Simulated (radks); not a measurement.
Values are calculated unless marked as measured or tabulated.
Problem. Re3+, 72 electrons, occupied as [Xe] 4f14 5d4 (the NIST ground configuration). Level of theory: scalar-relativistic Kohn-Sham, SCAN, spin-unpolarised, spherical densities, finite nucleus; meta-GGA in the generalised Kohn-Sham scheme; Fermi nuclear charge, rms radius 5.3698 fm (a radial shooting solver on a logarithmic mesh with Libxc functionals). Some entries of the table are withheld. Estimate them.

| orbital | occ. | eigenvalue (Ry) | <r> (bohr) |
|---|---|---|---|
| 1s | 2 | (1) | (2) |
| 2s | 2 | -918.2481 | (3) |
| 2p | 6 | -801.4207 | (4) |
| 3s | 2 | -215.1626 | 0.1972 |
| 3p | 6 | -180.4984 | 0.1978 |
| 3d | 10 | -141.1254 | 0.1794 |
| 4s | 2 | -47.06752 | 0.4404 |
| 4p | 6 | -35.64512 | 0.4682 |
| 4d | 10 | (5) | 0.4999 |
| 5s | 2 | -8.56500 | (6) |
| 5p | 6 | -5.69453 | 1.196 |
| 4f | 14 | -5.36073 | 0.5793 |
| 5d | 4 | -2.42658 | 1.671 |

Solution. 
(1) 1s eigenvalue (Ry): -5274.164
(2) 1s <r> (bohr): 0.01804
(3) 2s <r> (bohr): 0.07618
(4) 2p <r> (bohr): 0.06834
(5) 4d eigenvalue (Ry): -21.26100
(6) 5s <r> (bohr): 1.033
